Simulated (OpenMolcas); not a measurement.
# Pb: thermal populations, worked from levels

```json
{
 "Program": "OpenMolcas 26.06",
 "Basis": "ANO-RCC-VQZP [9s8p6d4f3g]",
 "Scalar Hamiltonian": "DKH2, point nucleus",
 "Active space": "4 electrons in 8 orbitals (6s 6p 7s 7p)",
 "State averaging": "2S+1 = 3 even, 3 roots; 2S+1 = 1 even, 6 roots; 2S+1 = 5 odd, 1 root; 2S+1 = 3 odd, 5 roots (0 in the spin-orbit step)",
 "Spin-orbit coupling": "state interaction with AMFI integrals over the reference wave functions, term energies averaged over their components"
}
```

Methods: CASSCF; SS-CASPT2, IPEA 0.25 Eh, imaginary shift 0.1 Eh (closed shells correlated: 5d). Measured levels: NIST Handbook of Basic Atomic Spectroscopic Data.

**Thermal populations.** Z = Σ (2J + 1) exp(-E/kT) with k = 0.695035 cm-1/K, over the levels below. No other level of either list lies under 34900 cm-1, which is above 7 kT at each temperature.

```tsv
Level	2J + 1	SS-CASPT2	measured
6s2 6p2 3P0	1	0.0	0.0
6s2 6p2 3P1	3	6260	7819
6s2 6p2 3P2 [63 %]	5	9110	10650
6s2 6p2 1D2 [63 %]	5	17990	21458
6s2 6p2 1S0	1	26590	29467
```

```tsv
T (K)	Z, SS-CASPT2	Z, measured levels	Ground level (%), SS-CASPT2	Ground level (%), measured levels
3000	1.213	1.101	82.4	90.8
5000	1.887	1.560	53.0	64.1
```

At 5000 K, kT = 3475 cm-1, and the computed levels give Z = 1.000 + 0.495 + 0.363 + 0.028 + 0.000 = 1.887.

CASPT2 does not keep the components of a term degenerate, so their means are used; among the terms shown or strongly mixed into the levels shown the widest spread is 58 cm-1 (6s2 6p2 1D, SS-CASPT2). Some high roots are left out of the spin-orbit mixing, which shifts the levels that they would mix with. Active for correlation alone: 7p 7s; no level in the range computed is led by a configuration that fills them, so any true level of that kind is missing. Spin-orbit splittings of 6p shells tend to come out small when the coupling is added on scalar orbitals. Measured partners are found by configuration, term and J. A level has none where our copy of the source lacks it or the pairing is in doubt (some pairs that miss far off the trend of their configuration count as doubtful), and it then counts in no deviation. Where the source uses jj or jK labels, the order within each J decides. Levels of configurations outside the active space are missing.

A share in square brackets marks a mixed level and gives the weight of the term that names it, the lowest over the columns.
